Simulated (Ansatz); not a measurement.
The inner images of a band of CH7NSi2 (11 atoms, charge 0, multiplicity 1) are given out of order.

All numbers below come from UKS PBE-D4/def2-SVP in Ansatz.

Image 0:

```xyz
11
Properties=species:S:1:pos:R:3
C -0.746 2.175 0.399
N -1.047 0.995 0.026
Si -0.366 -0.496 0.697
Si 0.908 -1.476 -1.022
H -0.030 2.426 1.226
H -1.208 3.057 -0.105
H -1.516 -1.393 1.063
H 0.492 -0.273 1.929
H 0.051 -1.732 -2.232
H 2.037 -0.557 -1.408
H 1.492 -2.783 -0.552
```

Image 8:

```xyz
11
Properties=species:S:1:pos:R:3
C -0.904 1.935 0.571
N -0.881 0.652 0.302
Si -0.110 -0.825 1.147
Si 0.929 -1.609 -0.841
H -0.215 2.328 1.334
H -1.614 2.609 0.067
H -1.549 0.371 -0.432
H 1.013 -0.035 1.826
H -0.150 -1.840 -1.878
H 1.955 -0.702 -1.483
H 1.592 -2.940 -0.593
```

Problem. Put them in order from the first end to the last, with their energies above the first end.
A.
```xyz
11
Properties=species:S:1:pos:R:3
C -0.866 2.258 0.483
N -0.735 1.096 -0.010
Si -0.155 -0.425 0.662
Si 0.960 -1.580 -1.057
H -0.479 2.593 1.480
H -1.429 3.033 -0.089
H -1.458 -1.125 0.926
H 0.660 -0.384 1.946
H -0.005 -1.756 -2.197
H 2.169 -0.825 -1.541
H 1.403 -2.941 -0.583
```
B.
```xyz
11
Properties=species:S:1:pos:R:3
C -0.956 1.996 0.552
N -0.838 0.699 0.367
Si -0.038 -0.798 1.129
Si 0.943 -1.611 -0.887
H -0.283 2.522 1.247
H -1.740 2.568 0.028
H -1.562 0.308 -0.252
H 1.110 -0.173 1.914
H -0.106 -1.720 -1.974
H 2.098 -0.839 -1.487
H 1.438 -3.010 -0.617
```
C.
```xyz
11
Properties=species:S:1:pos:R:3
C -0.822 2.219 0.447
N -0.937 1.042 -0.025
Si -0.267 -0.447 0.662
Si 0.938 -1.533 -1.045
H -0.267 2.487 1.384
H -1.304 3.079 -0.075
H -1.447 -1.302 1.028
H 0.587 -0.246 1.901
H 0.045 -1.723 -2.240
H 2.150 -0.747 -1.465
H 1.389 -2.885 -0.553
```
D.
```xyz
11
Properties=species:S:1:pos:R:3
C -0.892 2.232 0.494
N -0.597 1.093 0.029
Si -0.061 -0.430 0.700
Si 0.967 -1.610 -1.044
H -0.511 2.652 1.460
H -1.608 2.872 -0.070
H -1.509 -0.830 0.777
H 0.755 -0.476 1.996
H -0.060 -1.740 -2.134
H 2.151 -0.836 -1.556
H 1.430 -2.984 -0.631
```
E.
```xyz
11
Properties=species:S:1:pos:R:3
C -0.966 2.074 0.516
N -0.773 0.779 0.331
Si 0.008 -0.721 1.014
Si 0.952 -1.617 -0.960
H -0.362 2.627 1.259
H -1.745 2.634 -0.031
H -1.568 0.130 0.068
H 1.064 -0.347 2.025
H -0.094 -1.741 -2.044
H 2.127 -0.867 -1.543
H 1.423 -3.008 -0.615
```
F.
```xyz
11
Properties=species:S:1:pos:R:3
C -0.913 2.177 0.503
N -0.603 1.018 0.098
Si -0.028 -0.491 0.781
Si 0.953 -1.629 -1.017
H -0.458 2.663 1.396
H -1.681 2.757 -0.056
H -1.547 -0.490 0.553
H 0.881 -0.466 2.033
H -0.093 -1.739 -2.089
H 2.129 -0.851 -1.547
H 1.425 -3.006 -0.635
```
G.
```xyz
11
Properties=species:S:1:pos:R:3
C -0.947 2.126 0.509
N -0.700 0.893 0.201
Si -0.004 -0.604 0.886
Si 0.952 -1.625 -0.997
H -0.419 2.648 1.336
H -1.713 2.700 -0.050
H -1.539 -0.164 0.334
H 0.974 -0.427 2.047
H -0.093 -1.738 -2.073
H 2.130 -0.858 -1.544
H 1.423 -3.007 -0.627
```

Solution. C (+1.1 kJ/mol), A (+7.8 kJ/mol), D (+36.8 kJ/mol), F (+122.7 kJ/mol), G (+207.4 kJ/mol), E (+124.7 kJ/mol), B (+67.0 kJ/mol).

Time of the run: 4.1 min on 2 threads of Arm Neoverse V2 (shared host), peak memory 0.16 GiB.
